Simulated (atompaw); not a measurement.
titanium (Ti): variants of one PAW (atompaw) potential

Base potential:

atompaw 4.2.0.5 input, output lines left out:

```
Ti 22
GGA-PBESOL loggrid 1500 logderivrange -7 5 301
4 4 3 0 0 0
4 0 0.5
4 1 0
3 2 2
0 0 0
c
c
v
v
c
v
v
v
2
1.85 1.55 1.70 1.35
n
n
y
0.2
n
custom rrkj gramschmidtortho sinc
bessel
1.30
1.85
1.50
1.85
1.85
1.85
```

All-electron outer shells of the reference configuration (PBEsol, non-relativistic, ld1.x):

```csv
shell,level (eV),outermost node (bohr),outermost maximum (bohr)
2p,-454.46,–,0.22
3s,-73.03,0.40,0.88
3p,-50.10,0.37,0.90
3d,-15.51,–,0.97
4s,-13.36,1.24,2.67
4p,-9.33,1.36,3.19
```

Cutoffs, loose and tight: the cutoffs (Ry, on a coarse ladder) from which the occupation-weighted sum of valence levels, in a spherical-Bessel basis at the reference potential, stays within 10 and 1 mRy of its value at 400 Ry. They see the waves, projectors and local potential, not the compensation charge or the core. A dash means not determined.

```tsv
change	outcome	cutoff, loose	cutoff, tight	bound ghosts
base	generated	35 Ry	70 Ry	none
all radii scaled by about 0.77 (s 1.00, p 1.16, d 1.44 bohr); local potential bessel scheme, radius 1.32 bohr; augmentation sinc compensation charge, radius 1.20 bohr; PAW radius 1.44 bohr; waves and projectors: custom rrkj gramschmidtortho; core correction smooth core density matched at 1.04 bohr	generated	60 Ry	110 Ry	none
all radii scaled by about 0.87 (s 1.14, p 1.30, d 1.60 bohr); local potential bessel scheme, radius 1.48 bohr; augmentation sinc compensation charge, radius 1.34 bohr; PAW radius 1.60 bohr; waves and projectors: custom rrkj gramschmidtortho; core correction smooth core density matched at 1.18 bohr	generated	45 Ry	90 Ry	none
all radii scaled by about 1.06 (s 1.38, p 1.58, d 1.96 bohr); local potential bessel scheme, radius 1.80 bohr; augmentation sinc compensation charge, radius 1.64 bohr; PAW radius 1.96 bohr; waves and projectors: custom rrkj gramschmidtortho; core correction smooth core density matched at 1.42 bohr	generated	35 Ry	55 Ry	none
all radii scaled by about 1.14 (s 1.48, p 1.72, d 2.12 bohr); local potential bessel scheme, radius 1.94 bohr; augmentation sinc compensation charge, radius 1.78 bohr; PAW radius 2.12 bohr; waves and projectors: custom rrkj gramschmidtortho; core correction smooth core density matched at 1.54 bohr	generated	30 Ry	50 Ry	none
```

Task: What comes out with this change to the base: all radii scaled by about 1.29 (s 1.68, p 1.94, d 2.40 bohr); local potential bessel scheme, radius 2.20 bohr; augmentation sinc compensation charge, radius 2.00 bohr; PAW radius 2.40 bohr; waves and projectors: custom rrkj gramschmidtortho; core correction smooth core density matched at 1.74 bohr?

Result: outcome: generated; cutoff, loose: 21 Ry; cutoff, tight: 40 Ry; bound ghosts: none.

Reading the sweep of the scale of all radii (base = 1) (base included, trends over the rows without a ghost): The loose cutoff falls from 60 Ry at 0.77 to 21 Ry at 1.29. A larger radius leaves more room for a smooth pseudo-wave, so fewer plane waves are needed; a smaller one forces it to follow the all-electron wave where it bends sharply.
